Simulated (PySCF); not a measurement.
**C$_{6}$H$_{6}$O: full NMR table**

| Quantity | Value |
| --- | --- |
| Formula | C6H6O |
| SMILES | C=CCc1cc1=O |
| InChI | InChI=1S/C6H6O/c1-2-3-5-4-6(5)7/h2,4H,1,3H2 |
| Point group of the computed structure | C1 |
| Degrees of unsaturation | 4 |
| Carbon signals | 6 |
| Proton signals | 5 |

Numbering as in the mapped SMILES `[CH2:1]=[CH:2][CH2:3][c:4]1[cH:5][c:6]1=[O:7]`. Hydrogens are named by the atom that carries them. Ha(C1) is cis to C3; Hb(C1) is trans to C3.

PySCF 2.14.0 with density-fitted response routines calculation with NMR shieldings at PBE0/pcSseg-1/GIAO and GFN2-xTB geometry; one conformer, in vacuum, non-relativistic Hamiltonian, equivalent nuclei averaged.

Scale: 1H (σ = 31.72 ppm), 13C (σ = 186.93 ppm) against TMS; 17O (σ = 336.08 ppm) against H2O (reference shieldings calculated alike).

```tsv
carbon	δC, type	δH (multiplicity)	HMBC from (2–3 bonds)	span of the C tensor (ppm)
C1	126.7, CH2	Ha(C1) 5.63 (m); Hb(C1) 5.65 (m)	H(C2), H(C3)	213
C2	140.5, CH	6.41 (m)	Hb(C1), Ha(C1), H(C3)	235
C3	37.7, CH2	3.52 (d)	H(C5), H(C2), Hb(C1), Ha(C1)	30
C4	181.9, C	–	H(C5), H(C2), H(C3)	303
C5	157.9, CH	8.68 (s)	H(C3)	266
C6	153.2, C	–	H(C5), H(C3)	207
```

Other nuclei:
```json
{"atoms": "O7", "nucleus": "17O", "environment": "carbonyl oxygen", "δ (ppm)": "316.8", "σ (ppm)": "19.3"}
```

- Carbon types of the structure: 2 × C, 2 × CH, 2 × CH2, which accounts for all hydrogens.
- δC 181.9: unsaturated ring carbon.
- δC 157.9: unsaturated ring CH.
- δC 140.5: alkene CH; an sp2 carbon of a C=C bond.
- δC 126.7: terminal =CH2 carbon; an sp2 carbon of a C=C bond.
- δH 8.68: hydrogen on a unsaturated ring CH.

Shifts are as computed. Against solution values, carbons near 30 ppm lie about +3 ppm off and those near 130 ppm about +5 ppm. Of 1309 compounds with measured shifts, 239 miss one by over three times the rms of a fit or turn the order of signals round; such compounds aren't used in these exercises. Unscaled 17O shifts of doubly bonded oxygen tend to come out too high, by tens of ppm or more. Experimental scales use liquid or dissolved standards, which lie at an offset from isolated H2O (liquid H2O: subtract about 36 ppm). No couplings were computed; multiplicities are counted from neighbouring protons, with m where these are inequivalent, close in shift, in a saturated or five-membered ring or joined by F or P, and br s for small geminal =CH2 splittings.
